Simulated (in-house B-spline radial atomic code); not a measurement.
Values are calculated unless marked as measured or tabulated.
Extrapolating the RPA correlation energy in partial waves: In III (In2+)

All-electron RPA on PBE0 orbitals from an all-electron radial atomic-structure program (B-spline basis), scalar-relativistic (spin-free one-electron X2C), finite nucleus, configuration [Kr] 4d10 5s1, highest spin. RPA overbinds a lone outer s electron by self-correlation, and G0W0 tends to as well. With empty states up to angular momentum L the sums are:

```
L  E_c(L) (hartree)
4         -3.064930
5         -3.318200
6         -3.442844
```

For large l each further wave adds A/(l + 1/2)⁴, because the basis must build the cusp where two electrons meet.

Q: Estimate the limit from L = 5 and L = 6.

A: Wave 6 adds -0.124644, against a sum of (l + 1/2)⁻⁴ of 5.60204e-04, so A = -222.5. The sum over l > 6 is ζ(4, 7.5) = 9.6207e-04, close to 1/(3 × 7³) = 9.7182e-04. The tail is -0.214059 and the limit -3.65690 hartree.

Q: How good is the estimate?

A: A run to L = 11 sums to -3.59005 and extrapolates to -3.61983 hartree, 2.33 millihartree from the run before, so it has not settled and is itself too deep. The estimate differs from that by -37.07 millihartree, while the bare sum at L = 6 misses 177.0 millihartree (4.9 %).
